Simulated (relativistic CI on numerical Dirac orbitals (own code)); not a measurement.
## Cu3+ in a cubic cluster: 3p photoemission with charge transfer

Computed with a charge-transfer multiplet model of a cubic metal-ligand cluster with up to 2 ligand holes, Slater and spin-orbit integrals from Dirac-Coulomb-Breit ions, Slater integrals scaled by 0.8. The ground state mixes d8 with configurations of k ligand holes L, whose averages lie at kΔ + k(k − 1)U_dd/2; a core hole lowers each added d electron by U_cd. 20 K, Lorentzian 0.9 eV and Gaussian 0.8 eV FWHM.

Atomic integrals in eV (Slater integrals scaled, ζ unscaled), ground: F2dd 11.066, F4dd 6.905, zeta_d 0.110; with the core hole: F2dd 11.854, F4dd 7.433, zeta_d 0.118, zeta_core 1.767, F2cd 12.445, G1cd 15.284, G3cd 9.378.

Cluster parameters (eV): Δ = -1.7, U_dd = 7.9, 10Dq = 0.75, 10Dq(ligand) = 0, V(eg) = 2.5, V(t2g) = -1.34, final-state hopping factor = 0.8.

```
          Case   n_d    d8   d9L  d10L2     S
 U_cd = 8.3 eV  8.65  0.40  0.54   0.06  1.00
 U_cd = 8.9 eV  8.65  0.40  0.54   0.06  1.00
 U_cd = 9.5 eV  8.65  0.40  0.54   0.06  1.00
U_cd = 10.7 eV  8.65  0.40  0.54   0.06  1.00
U_cd = 11.3 eV  8.65  0.40  0.54   0.06  1.00
```

Weights, n_d and S are thermal averages at 20 K. Binding energies count from the first peak over 30 % of the highest in each spectrum, which can be another peak from case to case. The parameters are a model scan and need not match a compound or its usual spin state. Peaks in eV (height, largest 100):
- U_cd = 8.3 eV: 0.0 (100), 7.5 (39), 14.6 (35), 18.3 (7), 27.4 (7)
- U_cd = 8.9 eV: 0.0 (100), 2.1 (46), 7.8 (42), 15.0 (36), 19.1 (7), 28.2 (7)
- U_cd = 9.5 eV: 0.0 (100), 2.3 (47), 8.0 (45), 12.6 (9), 15.3 (35), 19.7 (7), 26.8 (5), 28.9 (7)
- U_cd = 10.7 eV: 0.0 (100), 2.5 (52), 8.5 (51), 11.6 (13), 15.8 (33), 21.4 (8), 28.5 (6), 30.5 (8)
- U_cd = 11.3 eV: 0.0 (100), 2.6 (54), 4.5 (25), 8.8 (54), 12.7 (14), 16.2 (34), 18.5 (15), 22.3 (9), 29.4 (6), 31.4 (9)

Curve for U_cd = 8.3 eV (points under 2 left out, the grid thinned):

```csv
E (eV),Intensity
-4.0,2.6
-3.3,3.7
-2.6,5.7
-1.9,10.5
-1.2,26.7
-0.4,85.8
0.3,91.0
1.0,62.7
1.7,49.1
2.4,42.7
3.1,31.4
3.8,24.3
4.5,17.4
5.2,14.6
6.0,18.3
6.7,27.2
7.4,39.1
8.1,34.4
8.8,28.0
9.5,22.6
10.2,13.5
10.9,8.6
11.6,7.1
12.4,7.0
13.1,9.7
13.8,19.9
14.5,34.4
15.2,27.3
15.9,14.4
16.6,6.9
17.3,4.7
18.1,6.9
18.8,5.3
19.5,2.4
21.1,2.4
21.8,3.2
22.5,2.9
23.2,2.2
24.7,3.2
25.4,4.7
26.2,3.2
26.9,4.9
27.6,6.2
28.3,3.2
29.0,2.0
```

For the case U_cd = 9.5 eV, Δ = -1.7 eV is smaller than U_dd = 7.9 eV, the charge-transfer side of the Zaanen-Sawatzky-Allen scheme (negative Δ: between configuration averages a ligand hole costs less than the nominal valence; multiplet and field energies can change this for the lowest states). With the core hole the configuration with one ligand hole lies at Δ − U_cd = -10.0, -10.6, -11.2, -12.4, -13.0 eV from the one without, in the order of the table; where this is negative the screened configuration lies lower.
